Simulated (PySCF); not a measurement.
Ligands exchanged one at a time, B CH3-NH2. All species are isolated molecules in the gas phase. Strings in code marks are SMILES.

Method: M06-2X/def2-TZVP // B3LYP-D3(BJ)/def2-TZVP (PySCF). All candidates: neutral, multiplicity 1. Delta-SCF ions had no search for a lower state. Excitations are Tamm–Dancoff values on a coarser integration grid. The basis has no diffuse functions, so Rydberg states are missing or too high.

The S1 excitation (TDA) is 6.31 eV, the vertical ionisation energy (Delta-SCF) is 9.24 eV and the HOMO comes out as -8.04 eV.

Question: Name which member has these values.
A) `CB(N)N`
B) `NB(N)N`
C) `CB(C)C`
D) `CB(C)N`

Answer: B, `NB(N)N`. The others give `CB(C)N`: 7.66 eV, 10.60 eV, -9.50 eV; `CB(N)N`: 6.48 eV, 9.38 eV, -8.20 eV; `CB(C)C`: 6.41 eV, 10.87 eV, -9.77 eV
